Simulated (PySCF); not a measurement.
# Gas-phase XPS of GaCl2F, computed

GaCl2F.
Cartesian coordinates in Å at the PBE0-D3(BJ)/def2-SVP level; atoms count from 1:
```xyz
4
Cl2FGa angstrom
Ga    -0.036   -0.059    0.001
Cl     2.075   -0.141    0.021
Cl    -1.124    1.755   -0.025
F     -0.915   -1.555    0.003
```

Computed with delta-SCF UKS SCAN, pcX-2 on the ionised atom, pcseg-1 elsewhere, spin-free X2C (PySCF). Binding energies are ΔSCF values: E(core-ionised, relaxed orbitals) − E(ground state) at a fixed geometry, referred to the vacuum level.

Task: What binding energy does each computed site have?

Result: 
```csv
atom(s),bonded to,level,binding energy (eV),2p1/2 (eV),count
Cl2/Cl3,Ga,Cl 2p3/2,206.71,208.36,2
Cl2/Cl3,Ga,Cl 1s,2829.32,–,2
F4,Ga,F 1s,691.91,–,1
```

Task: What is the longest wavelength that can ionise Cl 2p3/2 of Cl2/Cl3 vertically?

Result: λ = hc/E = 12398.42 eV Å / 206.71 eV = 59.980 Å.

Atoms equivalent by their bonding share one computed value, that of the first of them. The 2p values add to the ΔSCF energy of one spin-free hole a correction within the shell (spin–orbit coupling, ligand field). 2p1/2 minus 2p3/2 (ligand field included): Cl 1.65 eV. No level of gallium is listed. Isolated species at its PBE0-D3(BJ)/def2-SVP geometry, gas phase.
